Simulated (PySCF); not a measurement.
Compound: C₇H₁₂N (doublet state).
SMILES with atom numbers: `[CH:1]1[CH2:2][CH2:3][C@@H:4]1[N:5]1[CH2:6][CH2:7][CH2:8]1` (hydrogens: H9 on C1; H10, H11 on C2; H12, H13 on C3; H14 on C4; H15, H16 on C6; H17, H18 on C7; H19, H20 on C8)

Cartesian coordinates in Å at the GFN2-xTB level; atoms count from 1:
```xyz
20
C7H12N angstrom
C      1.7205    0.2581    0.7411
C      2.7019    0.2993   -0.3716
C      1.6363   -0.3488   -1.2754
C      0.6806   -0.4350   -0.0606
N     -0.5762    0.2575   -0.2195
C     -1.3572    0.5762    0.9775
C     -2.6335    0.1754    0.2290
C     -1.7065   -0.4579   -0.8137
H      1.6428    0.8393    1.6382
H      3.6001   -0.3087   -0.2226
H      3.0320    1.2987   -0.6728
H      1.9118   -1.3021   -1.7204
H      1.2541    0.3188   -2.0420
H      0.4997   -1.4818    0.2675
H     -1.1374   -0.0736    1.8334
H     -1.2640    1.6194    1.2836
H     -3.1917    1.0255   -0.1532
H     -3.3055   -0.5012    0.7508
H     -1.6357   -1.5503   -0.7221
H     -1.8774   -0.1980   -1.8599
```

The hyperfine couplings belong to this conformer and change with its torsions.

Theory: PySCF, UKS B3LYP, pcH-1 on C H N, non-relativistic, mean-field spin-orbit, GIAO. One conformer (not necessarily the lowest) at the GFN2-xTB geometry, without solvent, vibrations or thermal averaging. The geometry wasn't refined by DFT: couplings that depend on bond lengths, twists or pyramidal angles can differ widely from those at the functional's own minimum. The SCF solution wasn't tested for stability.

Task: What is the g tensor, term by term?

Result: 
```
                    Δg (ppm)     1     2     3
relativistic mass correction  -141  -141  -141
            gauge correction     7    21    31
   orbital Zeeman/spin–orbit   -12   545   753
                       total  -147   425   643
```

So g = 2.00217, 2.00274, 2.00296 and g_iso = 2.00263; the tensor is rhombic: the two nearest values differ by 28 % of g3 − g1. Axes: g2 points within 8° of the C1–C2 bond and g3 points within 8° of the C1–C4 bond.

Task: At 93.81 GHz, how far is the centre of the isotropic spectrum from where a free electron (g = 2.002319) resonates?

Result: B = hν/(g μB) with μB/h = 13.99624 MHz/mT gives 3347.37 mT for the free electron and 3346.86 mT at g_iso, 0.51 mT lower.

Task: How much does each term add to the isotropic shift?

Result: The orbital-Zeeman/spin–orbit term 428, the mass correction -141 and the gauge correction 20 ppm, for a total of 307 ppm. The orbital-Zeeman/spin–orbit term is the largest in size. The mass correction is the same along every axis, so the anisotropy comes from the other two: their spans along these axes are 25 (gauge) and 765 ppm (orbital Zeeman/spin–orbit).

Task: What are the electron Larmor frequencies g μB B/h along the three axes at 340 mT?

Result: 9.5278, 9.5305, 9.5315 GHz for g1, g2 and g3, a range of 3.8 MHz.

Task: In a frozen sample, at which fields do the three g values resonate at 9.5, 34, 94 and 263 GHz (hyperfine left aside), and which band first spreads them over more than twice a line width of 0.5 mT?

Result: 
| band | GHz | B(g3) mT | B(g2) mT | B(g1) mT | spread mT |
| --- | --- | --- | --- | --- | --- |
| X | 9.5 | 338.87 | 338.91 | 339.01 | 0.13 |
| Q | 34.0 | 1212.82 | 1212.95 | 1213.29 | 0.48 |
| W | 94.0 | 3353.08 | 3353.44 | 3354.40 | 1.32 |
| J | 263.0 | 9381.48 | 9382.50 | 9385.18 | 3.70 |

The spread grows in proportion to the frequency. W band is the first where it exceeds 1.0 mT.

The largest Mulliken spin populations are on C1 (+1.01), C2 (-0.09) and C4 (-0.07). C1 is the only atom above +0.15. The angles at C1 add up to 356.3°, so it is nearly planar; its axial dipolar tensor and the negative coupling of its proton fit spin in a p orbital normal to that plane.

The HOMO–LUMO gaps are 6.62 eV among the α and 4.29 eV among the β orbitals.
